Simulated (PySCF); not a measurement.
## [Sc(F)3] (charge 0, multiplicity 1)

Calculation: PySCF with PBE-D3(BJ)/def2-TZVP // BP86-D3(BJ)/def2-SVP.

| Quantity | Value |
|---|---|
| HOMO | -9.18 eV |
| dipole moment | 0.026 e·Å |
| LUMO | -3.48 eV |
| HOMO–LUMO gap | 5.70 eV |
| charge on the central atom (Mulliken) | 1.36 e |
| charge on the central atom (meta-Löwdin) | 1.44 e |
| total energy | -28847.84 eV |
| cost | about 23 core-seconds (a rough figure) |

```xyz
4

Sc     0.0475    -0.0467     0.0198
F      1.7400     0.6480     0.1333
F     -0.1986    -1.8446    -0.2329
F     -1.4084     1.0488     0.2049
```
